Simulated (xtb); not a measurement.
Input file for xtb: GFN1-xTB on H (SMILES [H]).

```
$ xtb mol.xyz --gfn 1 --sp --chrg 0 --uhf 1
1

H      0.00000000     0.00000000     0.00000000
```

Q: Predict the final total energy.

A: -0.4014 hartree.
